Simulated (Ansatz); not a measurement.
```xyz
2

N     0.0000    0.0000   -0.6215
O     0.0000    0.0000    0.6215
```

Basis set: 6-31G (spherical functions). Frozen core: 2 orbitals. Correlation on ROHF uses semicanonical orbitals with singles. Charge 0, multiplicity 2.

Computed with Ansatz (development build ahead of 0.2.0); the reference of a correlated method needn't be the lowest determinant of its kind.

Problem. Give the atomization energy at this shape (free ground-state atoms in the same class of orbitals less the molecule, no zero-point energy) of doublet NO by ROHF-CCSD(T), UHF-BCCD(T), UHF-CCSD(T).

Solution.

```json
{"method": "ROHF-CCSD(T)", "atomization energy": "4.09 eV"}
{"method": "UHF-BCCD(T)", "atomization energy": "4.09 eV"}
{"method": "UHF-CCSD(T)", "atomization energy": "4.05 eV"}
```

Caution: the reference determinant was not shown to be the lowest. Caution for UHF-CCSD(T): the program doubts this total.

This basis has no polarisation functions and is too small for such energies, which can lie far from measured ones in either direction.
